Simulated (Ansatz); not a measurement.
Consider the substitution at a C–Ge bond: `[CH3][Ge]([CH3])([Cl])[SeH]` + `CS[Si]S` → `CS[Si]SC` + `[CH3][GeH]([Cl])[SeH]`.

Isolated molecules relaxed with PBE0-D4/def2-TZVP in Ansatz; ΔE leaves out vibrations. CCSD(T)/CBS is the MP2 limit (def2-TZVPP, def2-QZVPP) plus CCSD(T) − MP2 in def2-TZVPP, frozen cores. This one scheme is used for every species. Functionals use def2-TZVPP. B3LYP here is the variant with VWN-RPA as its local correlation; programs differ in this. For Ge, Se outer-core shells are correlated without core-valence functions, which leaves a few kJ/mol of doubt a bond. Scalar relativity is left out up to krypton. Each species was taken in one conformer, which may not be the lowest.

| level | ΔE (kJ/mol) | difference from CCSD(T)/CBS |
| --- | --- | --- |
| PBE-D4 | 72.7 | -8.0 |
| B3LYP-D4 | 74.6 | -6.1 |
| ωB97X-V | 80.3 | -0.4 |
| ωB97M-V | 81.3 | 0.6 |
| B2PLYP | 80.4 | -0.3 |
| PBE | 74.7 | -6.0 |
| r2SCAN | 78.6 | -2.1 |
| B3LYP | 77.7 | -3.0 |
| HF/def2-TZVPP | 84.6 | 3.9 |
| MP2/def2-TZVPP | 87.2 | 6.5 |
| SCS-MP2/def2-TZVPP | 84.5 | 3.8 |
| MP2/def2-QZVPP | 85.2 | 4.5 |
| SCS-MP2/def2-QZVPP | 82.7 | 2.0 |
| HF/CBS(def2) | 83.5 | 2.8 |
| MP2/CBS(def2) | 84.3 | 3.6 |
| CCSD/CBS(def2) | 83.0 | 2.3 |
| CCSD(T)/CBS | 80.7 | 0 |

Largest T1 diagnostic among the species: 0.015.

The D4 term adds −3.1 kJ/mol with B3LYP and −1.8 kJ/mol with PBE0; it sums over pairs of atoms, weighted by their polarisabilities, and B3LYP, whose exchange is more repulsive, gets the larger term. From PBE to PBE0 (25 % exact exchange), in def2-TZVPP and without D4, ΔE moves by +4.8 kJ/mol.
